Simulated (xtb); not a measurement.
C₂H₉ClSi₃, SMILES C=C(Cl)[SiH2][SiH2][SiH3]. All values are semi-empirical tight-binding results from xtb (GFN2-xTB unless named), good for trends rather than for accurate numbers. The structure is a stationary point at GFN2-xTB. This is a generated structure with no PubChem entry under its InChIKey; it may be hypothetical. Other conformers were not sampled.

**Question.** Estimate the properties. (Estimate from the structure and the level; the computed values follow.)

**Answer.** 
The orbital gap is 3.40 eV, the dipole moment is 1.29 D and the zero-point energy is 55.4 kcal/mol. The G − E(el) at 298.15 K (modified RRHO) comes out as 31.9 kcal/mol and the static polarisability (D4 model) is 123.0 bohr³. The solvation energy, GFN2-xTB/ALPB(water) is -1.8 kcal/mol and the solvation energy, GFN2-xTB/ALPB(ch2cl2) is -5.3 kcal/mol.
